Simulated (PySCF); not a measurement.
Computed shifts of a molecule C4H3NOS, PySCF with PBE/pcSseg-1, GIAO, gas phase, equivalent atoms averaged, in ppm (number of nuclei): ¹³C: 185.3 (1), 172.1 (1), 150.2 (1), 133.8 (1). ¹⁵N: 378.0 (1). ¹H: 10.28 (1), 8.33 (1), 7.68 (1). References: ¹⁷O against H2O (σ = 334.3 ppm); ¹³C against TMS (σ = 182.0 ppm); ¹⁵N against NH3 (σ = 267.0 ppm); ³³S against H2S (σ = 706.5 ppm); ¹H against TMS (σ = 31.49 ppm), references at their B3LYP-D3(BJ)/def2-TZVP geometries, non-relativistic. The structure is a stationary point at PBE0-D3(BJ)/def2-SVP. One conformer was computed; it need not be the lowest.

### Question
Identify the compound among the candidates.
A) O=Cc1nccs1
B) O=Cc1cscn1
C) O=Cc1cncs1

### Answer
A, O=Cc1nccs1
